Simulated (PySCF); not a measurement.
**4-methoxybutan-2-one (COCCC(C)=O, C5H10O2)**

Geometry:
```csv
atom,x (Å),y (Å),z (Å)
C1,2.251,-1.132,0.525
O2,0.998,-0.596,0.236
C3,1.042,0.737,-0.185
C4,-0.380,1.230,-0.375
C5,-1.128,1.167,0.949
C6,-2.073,0.015,1.139
O7,-0.916,1.991,1.807
H8,2.917,-1.127,-0.361
H9,2.110,-2.173,0.847
H10,2.761,-0.578,1.337
H11,1.547,1.372,0.572
H12,1.613,0.831,-1.132
H13,-0.350,2.280,-0.699
H14,-0.877,0.629,-1.152
H15,-2.868,0.039,0.376
H16,-2.513,0.043,2.143
H17,-1.508,-0.918,0.988
```

Method used: quadratic response CAM-B3LYP/aug-cc-pVDZ first hyperpolarisability, Taylor convention, gas phase (PySCF). Geometry: PBE0-D3(BJ)/def2-SVP.

(1) Give the tensor of the second harmonic β(−2ω;ω,ω) at 1064 nm in the axes of these coordinates.

Results:

(1) In au, Taylor convention; rows are the first index (the induced dipole):
|  | xx | yy | zz | xy | xz | yz |
| --- | --- | --- | --- | --- | --- | --- |
| x | -35.2 | -22.0 | -16.0 | +20.8 | +1.0 | -2.9 |
| y | +20.3 | -8.7 | -12.1 | -21.9 | -3.1 | +14.3 |
| z | +1.1 | +14.0 | +32.5 | -3.6 | -16.7 | -12.2 |

Norm of βᵢ = ⅓ Σⱼ (βᵢⱼⱼ + βⱼᵢⱼ + βⱼⱼᵢ): 87.8 au, hyper-Rayleigh value 35.4 au.
